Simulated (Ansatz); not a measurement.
`[SiH3]OB(Cl)Cl` + HBr → `ClB(Cl)Br` + `O[SiH3]` at 298.15 K and 1 bar (ligand exchange at a B–O bond).

Computed with Ansatz on PBE0-D4/def2-TZVP structures; ΔE is electronic, products minus reactants. CBS: MP2 limit from def2 TZ/QZ plus the TZ coupled-cluster correction, frozen cores. For Br outer-core shells are correlated without core-valence functions, which leaves a few kJ/mol of doubt a bond. Scalar relativity is left out up to krypton. One conformer a species, not always the lowest.

```csv
species,CCSD(T)/CBS energy (Eh),H − E (kJ/mol),S (J/(mol·K))
`[SiH3]OB(Cl)Cl`,-1310.57934,117.3,356.9
HBr,-2573.91920,24.6,198.6
`ClB(Cl)Br`,-3517.78256,33.3,310.3
`O[SiH3]`,-366.69042,113.6,257.8
```

H − E and S are ideal-gas, rigid-rotor, harmonic terms from PBE0-D4/def2-TZVP, for one conformer and one mirror image of each species. 1 Eh = 2625.50 kJ/mol, R = 8.31446 J/(mol·K).

Q: By hand: ΔE, ΔH, ΔS and ΔG.

A: ΔE = (-3517.78256) + (-366.69042) − (-1310.57934) − (-2573.91920) = 0.02556 Eh = 67.1 kJ/mol. Δ(H − E) = 33.3 + 113.6 − 117.3 − 24.6 = 5.0, so ΔH = 72.1 kJ/mol. ΔS = 310.3 + 257.8 − 356.9 − 198.6 = 12.6 J/(mol·K). ΔG = 72.1 − 298.15 × (12.6)/1000 = 68.3 kJ/mol.

Q: By hand: the equilibrium constant, and the temperature at which ΔG would vanish if ΔH and ΔS stayed fixed.

A: log₁₀ K = −ΔG/(RT ln 10) = -12.0. ΔG = 0 at ΔH/ΔS = 5722 K, far beyond where these terms or the molecules hold.

The number of gas molecules stays the same, so ΔS is small and ΔH decides. A doubt of 5 kJ/mol in ΔE shifts log₁₀ K by 0.9 here. Other conformers and mirror images would add mixing entropy, several J/(mol·K) or more a flexible species. These are equilibria of isolated gas molecules and say nothing of rates. Largest T1 diagnostic: 0.012 (customary marks: 0.02 for closed shells, 0.045 for open ones).
